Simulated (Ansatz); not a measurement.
Other settings, tried on `Oc1ccc(Oc2ccccc2)cc1`.

```yaml
crystal:
  periodic: [false, false, false]
  atoms:
    - {symbol: O, position_ang: [-4.464727, -1.540564, -1.149560]}
    - {symbol: C, position_ang: [-3.335150, -1.027406, -0.584892]}
    - {symbol: C, position_ang: [-2.943286, -1.525218, 0.673928]}
    - {symbol: C, position_ang: [-1.787765, -1.037802, 1.294416]}
    - {symbol: C, position_ang: [-1.016951, -0.042233, 0.671378]}
    - {symbol: O, position_ang: [0.069545, 0.466590, 1.359670]}
    - {symbol: C, position_ang: [1.297780, 0.550011, 0.746082]}
    - {symbol: C, position_ang: [2.194545, 1.501876, 1.265874]}
    - {symbol: C, position_ang: [3.482439, 1.609310, 0.725347]}
    - {symbol: C, position_ang: [3.883376, 0.778047, -0.334258]}
    - {symbol: C, position_ang: [2.982474, -0.171061, -0.842988]}
    - {symbol: C, position_ang: [1.690606, -0.294284, -0.310145]}
    - {symbol: C, position_ang: [-1.404810, 0.465967, -0.579928]}
    - {symbol: C, position_ang: [-2.556108, -0.029738, -1.205744]}
    - {symbol: H, position_ang: [-4.610395, -1.095686, -2.005213]}
    - {symbol: H, position_ang: [-3.559473, -2.301690, 1.150337]}
    - {symbol: H, position_ang: [-1.467425, -1.418540, 2.275049]}
    - {symbol: H, position_ang: [1.857825, 2.144185, 2.092534]}
    - {symbol: H, position_ang: [4.179230, 2.357174, 1.134501]}
    - {symbol: H, position_ang: [4.893917, 0.868512, -0.759999]}
    - {symbol: H, position_ang: [3.288926, -0.835922, -1.665543]}
    - {symbol: H, position_ang: [0.989616, -1.044723, -0.702547]}
    - {symbol: H, position_ang: [-0.804426, 1.252178, -1.060890]}
    - {symbol: H, position_ang: [-2.859742, 0.371026, -2.187440]}
basis:
  gaussian: {orbitals: aug-cc-pVDZ}
magnetization: {spin_polarized: false, initial_magnetization: 2}
hamiltonian: {xc: {name: revPBE}, dispersion: d3bj}
scf: {omitted_lower_state_checks: [starts]}
```

```sh
$ ansatz run in.yaml --threads 4 --pin off --events-out ev --progress --plain --max-ram 6963MiB
```

Output, abridged:

```
Functional definition: revPBE
3698 factors; their error is unknown
mean field evaluation 1: about -16664.0588 eV, gradient 1.0e2 eV
mean field evaluation 2: about -16486.2576 eV, gradient 2.2e2 eV
mean field evaluation 4: about -16688.4489 eV, gradient 4.5e1 eV
mean field evaluation 8: about -16694.0891 eV, gradient 1.3e1 eV
mean field evaluation 16: about -16694.7912 eV, gradient 1.7e-1 eV
mean field evaluation 32: about -16694.6676 eV, gradient 5.2e-5 eV
mean field -16694.66761423 eV, -613.5177187707 hartree, gradient 8.5e-6 eV, S^2 2.000000; 0 other end points of the search recorded, 0 dependent functions left out
reference -16694.66778071 eV, -613.5177248887 hartree; 50, 48 occupied and 362, 364 virtual orbitals, 3698 factors
Total energy: -16696.55377853 eV, -613.5870340305 hartree
Checks for a lower state left out: starts
```

Run time 81 s (4 threads of Arm Neoverse V1 on a shared host), peak host memory 1.6 GiB.

With spin_polarized false and unpaired electrons the run is restricted open-shell.
